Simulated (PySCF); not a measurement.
**Spin states of TlC**

Unrestricted PBE0; basis Tl def2-SVPD with ECP60, C def2-SVPD; scalar-relativistic core potentials; PySCF 2.14. Outer shells of the fragments: Tl 5d10 6s2 6p1; C 2s2 2p2.

Followed along the bond (rough minima from three points):

```csv
2Ms+1,unpaired,⟨S²⟩ at the start,R at minimum (Å),Te (eV)
4,"σ ↑, π ↑↑",3.76,2.31,0.00
2,"σ ↓, π ↑↑",1.77,2.29,0.60
2,"σ ↑, π ↑↓",1.76,2.30,0.65
2,π ↑,0.81,2.13,1.72
```

Solutions found at the starting distance of 2.140 Å, counted from the lowest of them; the search is not exhaustive and high or unbound solutions are not listed, so other states can lie among these:

| 2Ms+1 | unpaired | term | E (eV) | ⟨S²⟩ | ⟨Lz²⟩ | μ (D) |
| --- | --- | --- | --- | --- | --- | --- |
| 4 | σ ↑, π ↑↑ | ⁴Σ⁻ | 0.00 | 3.76 | 0.00 | -2.69 |
| 2 | σ ↓, π ↑↑ | mixed | 0.57 | 1.77 | 0.00 | -2.88 |
| 2 | σ ↑, π ↑↓ | mixed | 0.64 | 1.76 | 2.01 | -2.73 |
| 2 | π ↑ | ²Π | 1.60 | 0.81 | 1.02 | -3.76 |
| 2 | σ ↑ | mixed | 1.72 | 0.76 | 2.00 | -2.42 |
| 2 | π ↑ | ²Π | 1.82 | 0.75 | 1.00 | -1.25 |
| 4 | π ↑↑↑ | ⁴Π | 3.15 | 3.76 | 1.00 | -0.56 |
| 4 | σ ↑, π ↑↑ | mixed | 3.83 | 3.76 | 2.01 | 1.29 |
| 4 | π ↑↑, δ ↑ | ⁴Δ | 6.82 | 3.78 | 4.00 | -0.30 |

A term symbol is given only where ⟨S²⟩ and ⟨Lz²⟩ are close to those of a pure state; real π, δ and φ orbitals otherwise mix terms. A positive dipole means Tl(−)C(+).

These are scalar-relativistic numbers at best; spin–orbit coupling would shift them, the dissociation energy most.
